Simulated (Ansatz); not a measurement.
Ideal-gas functions of `FC1[SiH2]S1` at 298.15 K and 1 bar, from an Ansatz frequency run at PBE0-D4/def2-TZVP.

Molar mass 94.19 g/mol, point group C1 (symmetry number 1), electronic degeneracy 1, moments of inertia 81.266, 113.842, 175.785 u Å². Harmonic wavenumbers (cm⁻¹, unscaled): 271, 342, 505, 559, 582, 625, 681, 787, 949, 1001, 1109, 1318, 2252, 2276, 3158.

Use S(trans) = R[1.5 ln M + 2.5 ln T − 1.1517]; rotational temperatures θ = 24.2544 K / I; S(rot) = R[ln(√π/σ · √(T³/θAθBθC)) + 1.5]; for each mode x = 1.438777 ν̃/T, S = R[x/(eˣ − 1) − ln(1 − e⁻ˣ)] and H = RT x/(eˣ − 1); 1 cm⁻¹ = 0.0119627 kJ/mol; R = 8.31446 J/(mol·K).

Problem. By hand: the entropy, in J/(mol·K).

Solution. Translation 165.5. Rotation: θ = 0.2985, 0.2131, 0.138 K, giving 108.0. Vibration, mode by mode: 6.65, 5.03, 2.70, 2.20, 2.02, 1.71, 1.38, 0.91, 0.48, 0.39, 0.25, 0.11, 0.00, 0.00, 0.00, in all 23.8. Electronic 0.0. Sum 297.3 J/(mol·K).

Problem. By hand: H − E and G − E in kJ/mol, counted from the electronic energy.

Solution. Zero-point energy ½ × 16415 × 0.0119627 = 98.2; thermal vibration 4.9; translation, rotation and pV give 4 RT = 9.9. H − E = 113.0 kJ/mol, and G − E = 113.0 − 298.15 × 297.3/1000 = 24.4 kJ/mol.

Vibration gives 8 % of the entropy. The sum counts one conformer and one mirror image; others add a mixing term.
